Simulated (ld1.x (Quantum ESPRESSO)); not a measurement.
## gold (Au): one change to a TM potential, before and after

ld1.x (Quantum ESPRESSO) 7.5 input, shortened:

```
&input
   title='Au', zed=79., rel=1, dft='PBE', iswitch=3,
   config='[Xe] 4f14 5d9.5 6s0 6p0'
 /
 &inputp
   pseudotype=2, tm=.true., lloc=0,
   nlcc=.false.
 /
3
5P  2  1   6.00   0.00  1.60  1.60  0.0
5D  3  2   9.50   0.00  1.15  1.15  0.0
5S  1  0   2.00   0.00  1.10  1.10  0.0
 &test
   configts(1)='5s2 5p6 5d9.5 6s0 6p0'
 /
```

All-electron outer shells of the reference configuration (PBE, scalar-relativistic, ld1.x):

| shell | level (eV) | outermost node (bohr) | outermost maximum (bohr) |
| --- | --- | --- | --- |
| 5s | -123.23 | 0.48 | 0.84 |
| 4f | -95.98 | – | 0.37 |
| 5p | -74.62 | 0.52 | 0.96 |
| 5d | -21.15 | 0.56 | 1.21 |
| 6s | -17.85 | 1.11 | 2.18 |
| 6p | -10.50 | 1.30 | 2.84 |

Change: core [Xe] 4f14, valence charge 11; reference 5d9 6s0 6p0; waves now 6s (bound): rc 1.75 bohr; 5d (bound): rc 1.95 bohr; 6p (bound): rc 2.80 bohr; local potential the p channel.

Cutoffs: the cutoffs (Ry, on a coarse ladder) from which the occupation-weighted sum of valence levels, in a spherical-Bessel basis at the reference potential, stays within 10 and 1 mRy of its value at 400 Ry; they do not see the model core or the augmentation charge, which bear on the density cutoff. Errors are all-electron minus pseudo energies relative to the spin-unpolarised reference configuration.

Q: What does the change do?

A: The potential gets softer (140 Ry and 230 Ry → 45 Ry and 70 Ry); neither file shows a bound ghost. The shells moved into the core no longer need plane waves of their own. Several settings change at once here, so the effects cannot be laid on one of them.

```csv
quantity,base,changed
"cutoff, loose",140 Ry,45 Ry
"cutoff, tight",230 Ry,70 Ry
bound ghosts,none,none
"largest error over its own tests, meV",+396,-157
```
